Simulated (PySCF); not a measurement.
Species: C2H8BN.
Geometry (PBE0-D3(BJ)/def2-SVP, Å), atoms numbered from 1 in this order:
```xyz
12
C2H8BN angstrom
B      1.8442    0.5315    0.6958
N      0.5910    0.7166    0.1297
C     -0.1840   -0.2387   -0.6312
C     -1.5080   -0.5878    0.0275
H      2.4022   -0.5343    0.5545
H      2.3455    1.4422    1.3149
H      0.1225    1.6082    0.2579
H     -0.3684    0.1521   -1.6488
H      0.4325   -1.1422   -0.7514
H     -2.0741   -1.3058   -0.5850
H     -1.3461   -1.0324    1.0212
H     -2.1393    0.3063    0.1579
```

Method: core-valence-separated Tamm–Dancoff BHandHLYP/aug-pcX-1 (pcseg-1 on H) in PySCF, non-relativistic, gas phase, PBE0-D3(BJ)/def2-SVP geometry. The energies are unshifted.

Q: Give energies, oscillator strengths and core holes at the N K edge.

A: 
```tsv
E (eV)	f	core hole on	main final orbital
398.64	0.0316	N2	LUMO+1 (52 %)
399.77	0.0199	N2	LUMO (40 %)
401.40	0.0014	N2	LUMO+2 (48 %)
401.78	0.0001	N2	LUMO+3 (34 %)
401.98	0.0003	N2	LUMO+4 (36 %)
402.24	0.0058	N2	spread
402.50	0.0088	N2	spread
```

The first line with a tenth or more of the strongest one's intensity is at 398.64 eV (f = 0.032), with the hole on N2 (boron-bound nitrogen). It is also the strongest listed.

Q: List the carbon K-edge absorption lines.

A: 
```json
{"E (eV)": "285.29", "f": "0.0095", "core hole on": "C4", "main final orbital": "LUMO (64 %)"}
{"E (eV)": "285.97", "f": "0.0260", "core hole on": "C4", "main final orbital": "LUMO+2 (36 %)"}
{"E (eV)": "286.06", "f": "0.0226", "core hole on": "C4", "main final orbital": "spread"}
{"E (eV)": "286.33", "f": "0.0181", "core hole on": "C3", "main final orbital": "LUMO (67 %)"}
{"E (eV)": "286.59", "f": "0.0016", "core hole on": "C4", "main final orbital": "LUMO+3 (50 %)"}
{"E (eV)": "286.94", "f": "0.0073", "core hole on": "C4", "main final orbital": "LUMO+1 (32 %)"}
{"E (eV)": "286.97", "f": "0.0278", "core hole on": "C3", "main final orbital": "LUMO+2 (41 %)"}
{"E (eV)": "287.07", "f": "0.0008", "core hole on": "C3", "main final orbital": "LUMO+1 (78 %)"}
{"E (eV)": "287.35", "f": "0.0079", "core hole on": "C4", "main final orbital": "LUMO+2 (37 %)"}
{"E (eV)": "287.61", "f": "0.0157", "core hole on": "C3", "main final orbital": "spread"}
{"E (eV)": "287.63", "f": "0.0075", "core hole on": "C4", "main final orbital": "spread"}
```

The first line with a tenth or more of the strongest one's intensity is at 285.29 eV (f = 0.010), with the hole on C4 (methyl carbon). The strongest listed is at 286.97 eV (f = 0.028; C3).

Q: List the boron K-edge absorption lines.

A: 
```tsv
E (eV)	f	core hole on	main final orbital
186.82	0.0768	B1	LUMO+1 (34 %)
190.24	0.0081	B1	LUMO (44 %)
190.71	0.0118	B1	LUMO+2 (43 %)
191.00	0.0043	B1	spread
191.16	0.0075	B1	LUMO+1 (55 %)
191.71	0.0060	B1	LUMO+5 (40 %)
191.95	0.0048	B1	LUMO+6 (34 %)
```

The first line with a tenth or more of the strongest one's intensity is at 186.82 eV (f = 0.077), with the hole on B1 (three-coordinate boron). It is also the strongest listed.

Roots within 0.03 eV whose holes lie on the same, on equivalent or on shared atoms are summed into one line, and the highest roots are left out, as the search may have cut off their partners. Final orbitals are the ground state's empty Kohn–Sham orbitals.

Q: What length of transition dipole belongs to the line at 398.64 eV?

A: From f = (2/3) ΔE |μ|² in atomic units, with ΔE = 14.650 Eh and f = 0.0316: |μ| = 0.057 au = 0.14 D.

Only the lowest roots of each edge were sought.

One conformer stands for the species.
